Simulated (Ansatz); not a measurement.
Gas-phase electronic energies from Ansatz, PBE0-D4/def2-TZVP geometries. CBS: MP2 limit from def2 TZ/QZ plus the TZ coupled-cluster correction, frozen cores. This one scheme is used for every species, atoms too. DFT in def2-TZVPP. No spin–orbit coupling; open shells (•) take unrestricted orbitals. One conformer a species, not always the lowest.

Reaction (hydrogen abstraction from the Si–H bond): `O[SiH](F)F` + H• → `O[Si](F)F`• + H₂

CCSD(T)/CBS gives -0.19 eV.

Question: Another level gave -0.37 eV. Which?
A. CAM-B3LYP/def2-TZVPP
B. r2SCAN0/def2-TZVPP
C. r2SCAN/def2-TZVPP
D. ωB97M-V/def2-TZVPP

Answer: C. r2SCAN -0.37, r2SCAN0 -0.29, CAM-B3LYP -0.25, ωB97M-V -0.14 eV.

Largest T1 diagnostic among the species: 0.014.

In def2-TZVPP, CCSD(T) changes the Hartree–Fock value by −0.25 eV (the triples alone add −0.01 eV) and MP2 by −0.17 eV. Leaving LDA and LC-ωPBE aside and taking each functional with its dispersion term where it has one, the values, not all of them listed here, spread over 0.31 eV, from BLYP-D4 to PBE-QIDH. LDA lies +0.07 eV from PBE without D4.
